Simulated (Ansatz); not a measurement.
## Abstraction of Cl: C2H3ClO + CH2Br → C2H3O + CH2BrCl

Gas-phase species: C2H3ClO `CC(=O)Cl`, singlet; CH2Br `[CH2]Br`, doublet; C2H3O (acetyl radical) `C[C]=O`, doublet; CH2BrCl (bromochloromethane) `ClCBr`, singlet. A radical takes Cl: the energy is the difference in strength between two C–Cl bonds in different surroundings.

Shapes, held fixed at every level: PBE0-D4/def2-TZVP. Programs: Ansatz 0.2.0. The zero-point and thermal change to 298 K, harmonic and unscaled (PBE0-D4/def2-TZVP), is +5.2 kJ/mol.

```csv
level,kind,ΔH(298 K) (kJ/mol),less CCSD(T)/def2-TZVPP
MP2/def2-SVP,perturbation theory,+26.6,+5.2
PBE-D4/def2-TZVPP,GGA,+29.7,+8.3
r2SCAN-D4/def2-TZVPP,meta-GGA,+39.6,+18.2
r2SCAN0-D4/def2-TZVPP,global hybrid,+36.0,+14.6
wB97X-V/def2-TZVPP,range-separated hybrid,+19.1,-2.3
B2PLYP/def2-TZVPP,double hybrid,+21.8,+0.4
CCSD(T)/def2-SVP,coupled cluster or CI,+27.9,+6.5
CCSD(T)/def2-TZVPP,coupled cluster or CI,+21.4,0.0
```

The highest level, CCSD(T)/def2-TZVPP, gives ΔH(298 K) = +21.4 kJ/mol; the levels span +19.1 to +39.6. The column of differences is taken from that level and isn't an error. No measured value is set beside it here. Open shells run unrestricted. Relativity is left out for Br. Outer-core shells of Br are correlated, in sets that cover them unevenly.
